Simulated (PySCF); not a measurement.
An unknown gives this computed stick spectrum. Method: TDDFT PBE0/def2-SVPD, vertical, gas phase, core orbitals frozen in the response (PySCF). Geometries: GFN2-xTB, one conformer each.

```tsv
state	λ (nm)	f
S1	170.4	0.0008
S2	169.3	0.0006
S3	168.8	0.0010
S4	166.5	0.0012
S5	160.3	0.019
S6	159.5	0.0000
```

Orbital energies (eV): HOMO-3 -8.58, HOMO-2 -8.49, HOMO-1 -8.39, HOMO -8.32, LUMO 0.25, LUMO+1 0.48, LUMO+2 0.86.

Question: Which candidate is it? All have the formula C6H10Cl2.
A. `C/C=C(/C)CC(Cl)Cl`
B. `Cl[C@H]1CC[C@@H](Cl)CC1`
C. `ClC(Cl)C1CCCC1`
D. `C/C=C(\C)[C@H](Cl)CCl`

Answer: B. Its S1, at 7.28 eV, is the highest among the candidates; the nearest of the others has S1 at 7.02 eV. S1 is HOMO→LUMO (63%), HOMO→LUMO+2 (23%). Löwdin shares by element: HOMO chlorine 64% or more, carbon 22% or more; LUMO carbon 16% or more, chlorine 16% or more, hydrogen 7% or more (atoms not listed hold the other 61%). At the same level the other candidates give, for their lowest levels:
- `C/C=C(/C)CC(Cl)Cl`: 205 nm (f 0.094); 190 nm (f 0.017); 185 nm (f 0.056); 179 nm (f 0.020); 177 nm (f 0.005); T1 4.21 eV; HOMO -7.14, LUMO -0.27 eV
- `C/C=C(\C)[C@H](Cl)CCl`: 203 nm (f 0.190); 185 nm (f 0.011); 183 nm (f 0.013); 181 nm (f 0.053); 180 nm (f 0.073); T1 4.12 eV; HOMO -7.24, LUMO -0.36 eV
- `ClC(Cl)C1CCCC1`: 177 nm (f 0.001); 176 nm (f 0.020); 167 nm (f 0.003); 163 nm (f 0.011); 158 nm (f 0.000); T1 6.31 eV; HOMO -8.51, LUMO 0.05 eV
Triplets come from the Tamm–Dancoff approximation.

Without π bonds the low states may be Rydberg-like; a valence basis with one diffuse set may place them up to an eV too high.
